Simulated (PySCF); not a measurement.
Isomers of C3H8FNSi, mass 105.041 u with the commonest isotopes. Level of theory: PySCF 2.14.0, PBE0-D3(BJ)/def2-SVP geometry optimisation, gas phase. One conformer each, none proved a minimum here; rigid rotors.

**Question.** Order these by rotational constant C, largest first.
A. `[F:1][C@@H:2]1[CH2:3][NH:4][SiH2:5][CH2:6]1` with F1–C2–C3–N4 -80°, C2–C3–N4–Si5 -18°, C3–N4–Si5–C6 -4°, N4–Si5–C6–C2 24°
B. `[F:1][CH2:2][CH2:3]/[CH:4]=[N:5]/[SiH3:6]` with F1–C2–C3–C4 -179°, C2–C3–C4–N5 0°
C. `[F:1][CH2:2][CH2:3]/[CH:4]=[N:5]\[SiH3:6]` with F1–C2–C3–C4 -62°, C2–C3–C4–N5 -131°
D. `[CH2:1]=[C:2]([CH2:3][F:4])[SiH2:5][NH2:6]` with C1–C2–C3–F4 -1°, C1–C2–Si5–N6 -80°, C2–Si5–N6–H -40° and 178°

**Answer.** A (2159 MHz), D (1330 MHz), C (1011 MHz), B (913.2 MHz).

**Question.** Order these by out-of-plane moment Σ m c² = (Ia + Ib − Ic)/2, smallest first.
A. `[CH2:1]=[C:2]([CH2:3][F:4])[SiH2:5][NH2:6]` with C1–C2–C3–F4 -1°, C1–C2–Si5–N6 -80°, C2–Si5–N6–H -40° and 178°
B. `[F:1][CH2:2][CH2:3]/[CH:4]=[N:5]\[SiH3:6]` with F1–C2–C3–C4 -62°, C2–C3–C4–N5 -131°
C. `[F:1][CH2:2][CH2:3]/[CH:4]=[N:5]/[SiH3:6]` with F1–C2–C3–C4 -179°, C2–C3–C4–N5 0°
D. `[F:1][C@@H:2]1[CH2:3][NH:4][SiH2:5][CH2:6]1` with F1–C2–C3–N4 -80°, C2–C3–N4–Si5 -18°, C3–N4–Si5–C6 -4°, N4–Si5–C6–C2 24°

**Answer.** C (6.12 u·Å²), B (13.00 u·Å²), A (31.16 u·Å²), D (35.68 u·Å²).

**Question.** Order these by rotational constant B, smallest first.
A. `[F:1][C@@H:2]1[CH2:3][NH:4][SiH2:5][CH2:6]1` with F1–C2–C3–N4 -80°, C2–C3–N4–Si5 -18°, C3–N4–Si5–C6 -4°, N4–Si5–C6–C2 24°
B. `[F:1][CH2:2][CH2:3]/[CH:4]=[N:5]\[SiH3:6]` with F1–C2–C3–C4 -62°, C2–C3–C4–N5 -131°
C. `[CH2:1]=[C:2]([CH2:3][F:4])[SiH2:5][NH2:6]` with C1–C2–C3–F4 -1°, C1–C2–Si5–N6 -80°, C2–Si5–N6–H -40° and 178°
D. `[F:1][CH2:2][CH2:3]/[CH:4]=[N:5]/[SiH3:6]` with F1–C2–C3–C4 -179°, C2–C3–C4–N5 0°

**Answer.** D (973.3 MHz), B (1072 MHz), C (1432 MHz), A (2677 MHz).

| SMILES | point group | Ia (u·Å²) | Ib (u·Å²) | Ic (u·Å²) | κ | μa (D) | μb (D) | μc (D) |
| --- | --- | --- | --- | --- | --- | --- | --- | --- |
| FCC/C=N\[SiH3] | C1 | 54.10 | 471.60 | 499.69 | -0.99 | 0.63 | 2.15 | 0.31 |
| C=C(CF)[SiH2]N | C1 | 89.46 | 352.96 | 380.09 | -0.95 | 1.73 | 1.04 | 0.75 |
| F[C@@H]1CN[SiH2]C1 | C1 | 116.59 | 188.81 | 234.04 | -0.52 | 0.25 | 1.08 | 1.53 |
| FCC/C=N/[SiH3] | Cs | 46.43 | 519.23 | 553.41 | -0.99 | 1.19 | 1.51 | 0.01 |
